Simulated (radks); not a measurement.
Values are calculated unless marked as measured or tabulated.
Question: These are the eigenvalues of the occupied orbitals of an atom or ion with whole-number occupations (eV). Code: a radial shooting solver on a logarithmic mesh with Libxc functionals. Model: Dirac Kohn-Sham, PBE, spin-unpolarised, spherical densities, finite nucleus; Fermi nuclear charge, rms radius of each element as measured or else 0.836 A^(1/3) + 0.57 fm.

1s1/2: -23079.64
2s1/2: -3391.997
2p1/2: -3144.590
2p3/2: -2999.982
3s1/2: -650.6103
3p1/2: -553.7953
3p3/2: -528.8985
3d3/2: -357.5708
3d5/2: -352.6580
4s1/2: -134.8592
4p1/2: -104.9322
4p3/2: -100.8231
4d3/2: -54.8061
4d5/2: -54.2692

Which element is it, and in what charge state? The configuration may be excited. Open shells, if any, fill j = l - 1/2 first.

Answer: Z = 45, rhodium, charge +4: Rh4+ in [Kr] 4d5. The list shows which subshells hold electrons but not how many an open one holds; the 1s level, -848.16 hartree, gives Z - s = 41.2 by -(Z - s)^2/2, which with screening and relativity narrows Z to a few neighbours, and the depths of the outer levels then fix element, charge and occupations together.
